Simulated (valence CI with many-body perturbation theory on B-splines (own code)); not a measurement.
Xe41+: key properties

Level of theory: configuration interaction combined with many-body perturbation theory (CI+MBPT): three valence electrons over a frozen Dirac-Fock core [Ne], a basis of 9 s, 9 p, 8 d, 6 f, 3 g, 1 h functions for each j, with the one-electron correlation potential Σ1, the two-electron term Σ2, the three-electron term Σ3, Breit, model QED; selected CI, second order for the rest, scaled by the run's own slope (own B-spline code, finite nucleus).

No measured spectrum was set against this ion. As an estimate, large intervals hold to a few tenths of a per cent, small ones and those within an open d or f shell to about a per cent.

Levels are named by their leading jj configuration (3d3/2^4 stands for four electrons in 3d with j = 3/2), which in mixed levels can hold well under half, so a name can repeat and another be missing.

Rates and lifetimes use the calculated energies. Strong lines usually hold to 10 to 20 %, long lifetimes can be off by a factor of two.

(1) What is the ground level?

(2) How well does LS coupling describe the low levels?

(3) What are the static dipole polarisabilities of the lowest levels?

(4) Where does the other parity begin?

(5) Name the longest-lived excited levels whose lifetime is computed, and their main decay.

(6) What is the ionisation energy?

(7) Among levels below 3559.5 × 10³ cm⁻¹, which E1 lines absorb most strongly from the ground level?

## Answers

(1) (3s^2 3p1/2) J=1/2, composition 99 % 3s2.3p 2P°, g = 0.657.

(2) Among the lowest 20 levels the leading LS term, summed over configurations, holds 68 % on average. For single configurations the figures are 63 % in LS and 87 % in jj coupling. Terms mix most in the J = 5/2 level at 2727.4 × 10³ cm⁻¹, where the leading one holds 35 %.

(3) (3s^2 3p1/2) J=1/2 0.0127 bohr³, of which the core gives 0.000189.

(4) At (3s 3p1/2^2) J=1/2, 817.70 × 10³ cm⁻¹.

(5) (3s 3p3/2 3d5/2) J=9/2 at 3290.6 × 10³ cm⁻¹ lives 467 ns, mostly by M1 to (3s 3p1/2 3d5/2) J=7/2; (3s^2 3p3/2) J=3/2 at 665.94 × 10³ cm⁻¹ lives 377 ns, mostly by M1 to (3s^2 3p1/2) J=1/2.

(6) 3069.5 eV; NIST lists 3068 ± 4 eV (theoretical).

(7) to (3s^2 3d3/2) J=3/2 at 5.216 nm, f = 0.355; to (3s 3p1/2 3p3/2) J=1/2 at 6.160 nm, f = 0.184; to (3s 3p1/2 3p3/2) J=3/2 at 6.421 nm, f = 0.109.
